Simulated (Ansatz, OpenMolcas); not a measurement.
# Heat of formation of C2H5I (SMILES CCI) from total energies

C2H5I: 8 atoms, total charge 0, spin state singlet. SMILES: `CCI`. Geometry: relaxed at PBE0-D4/def2-TZVP.

Total energies at r2SCAN/def2-SVP (core potential) (OpenMolcas 26.06); the atoms run unrestricted:

```tsv
species	state	energy (Eh)
C2H5I	singlet	-376.924944
C	triplet	-37.787392
I	doublet	-297.785691
H	doublet	-0.499209
```

Harmonic wavenumbers at PBE0-D4/def2-TZVP, in cm⁻¹: 258, 258, 525, 748, 978, 997, 1082, 1238, 1258, 1405, 1474, 1476, 1489, 3044, 3110, 3124, 3141, 3183.

Measured heats of formation of the gaseous atoms at 298.15 K, in kJ/mol: C 716.9, I 106.8, H 218.0. Spin-orbit lowering of the atoms at 298 K (mean of the ground term's levels less their thermal mean, from spectra), in kJ/mol: C 0.02, I 30.32. Take 1 Eh = 2625.50 kJ/mol, 1 cm⁻¹ = 0.0119627 kJ/mol, RT = 2.479 kJ/mol.

Question: Work out the heat of formation of the gas at 298 K.

Answer: 
1. Electronic atomisation energy: 2 × (-37.787392) + (-297.785691) + 5 × (-0.499209) − (-376.924944) = 1.068424 Eh = 2805.1 kJ/mol.
2. Zero-point energy: half the sum of the wavenumbers, 14394 cm⁻¹ = 172.2 kJ/mol.
3. Thermal vibrational enthalpy, Σ hcν̃/(exp(hcν̃/kT) − 1): 3.7 kJ/mol. Translation, rotation and pV of a non-linear molecule: 4 RT = 9.9 kJ/mol.
4. The 8 free atoms carry 5/2 RT each: 49.6 kJ/mol.
5. Spin-orbit coupling lowers the free atoms by 2 × 0.02 + 30.32 = 30.4 kJ/mol.
6. Atomisation enthalpy at 298 K: 2805.1 − 30.4 − 172.2 − 3.7 − 9.9 + 49.6 = 2638.5 kJ/mol.
7. Sum of the atoms' heats of formation: 2630.6 kJ/mol. Heat of formation: 2630.6 − 2638.5 = -7.9 kJ/mol.

The tabulated value is -7.1 kJ/mol (Active Thermochemical Tables), so this level is off by -0.8 kJ/mol, or 0.0 % of the atomisation enthalpy. So close a hit in a small basis owes something to errors that cancel. Anharmonicity and any spin-orbit splitting of the molecule are left out.
